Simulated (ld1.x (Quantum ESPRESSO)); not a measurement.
## Before and after: TM semilocal potential for antimony

```
Element                 : Sb (Z = 51)
Generator               : ld1.x (Quantum ESPRESSO) 7.5
Type                    : norm-conserving Troullier–Martins (semilocal form)
Functional              : PW91
Relativity              : scalar-relativistic
Frozen core             : [Kr] 4d10
Valence charge          : 5
Reference configuration : 5s2 5p2.5 (charge +0.5)
Partial waves           : 5p (bound): rc 2.35 bohr; 5s (bound): rc 1.45 bohr
Local potential         : the s channel
Core correction         : none
```

Change: functional PBE.

Cutoffs: the cutoffs (Ry, on a coarse ladder) from which the occupation-weighted sum of valence levels, in a spherical-Bessel basis at the reference potential, stays within 10 and 1 mRy of its value at 400 Ry; they do not see the model core or the augmentation charge, which bear on the density cutoff. Errors are all-electron minus pseudo energies relative to the spin-unpolarised reference configuration.

**Question.** Predict the effect on cutoff, ghosts and configuration errors.

**Answer.** The potential gets neither clearly harder nor softer (45 Ry and 160 Ry → 45 Ry and 160 Ry); of the 7 tests that both files solve, the error grows in 1 and shrinks in 3 by more than 15 % and 0.3 meV (median size 7.4 → 2.4 meV); neither file shows a bound ghost. A semilocal file is local in each channel, so a ghost entry of none says nothing of the separable form that plane-wave codes build from it.

```tsv
quantity	base	changed
cutoff, loose	45 Ry	45 Ry
cutoff, tight	160 Ry	160 Ry
bound ghosts	none	none
error for 5s2 5p3, meV [ΔE -3.29 → -3.26 eV]	+1.4	+0.9
error for 5s2 5p2, meV [ΔE 5.09 → 5.05 eV]	-0.4	-1.1
error for 5s2 5p1, meV [ΔE 21.13 → 21.02 eV]	+7.4	+2.4
error for 5s1 5p0, meV [ΔE 90.05 → 89.73 eV]	+284	+271
error for 5s2 5p3.3, meV [ΔE -4.46 → -4.42 eV]	+2.2	+1.4
error for 5s0 5p5, meV [ΔE 13.20 → 13.17 eV]	+128	+119
error for 5s1 5p4, meV [ΔE 4.85 eV]	+20	+18
s: phases at 2.55 bohr within 0.05 rad from the reference energy up to (Ry; the scan ends near 5)	0.6	0.6
p: phases at 2.55 bohr within 0.05 rad from the reference energy up to (Ry; the scan ends near 5)	3.1	3.1
```
